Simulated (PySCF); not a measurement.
AlF2, charge +1. Atoms are numbered in the order given.

```xyz
3

Al     0.0000     0.0000     0.0000
F      0.0000     0.0000    -1.6051
F      0.0000     0.0000     1.6051
```
Charge +1, spin multiplicity 1.

Geometry optimised at PBE-D3(BJ)/def2-TZVP. The multiplicity is an assumed one; other spin states were not compared. The isomer is the one that the SMILES or the coordinates give; other isomers of the formula were not compared.

Computed with PySCF 2.14.0 with PBE-D3(BJ)/def2-TZVP.

Frequencies are harmonic and unscaled.

Modes within 1.5 cm⁻¹ of each other (mostly degenerate sets) share a row, with their intensities summed.

| mode | ν (cm⁻¹) | IR (km/mol) | moving atoms (share of kinetic energy) |
|---|---|---|---|
| 1–2 | 181 | 267.2 | Al 58 %, F 42 % |
| 3 | 728 | 0.0 | F 100 % |
| 4 | 1119 | 128.9 | Al 58 %, F 42 % |
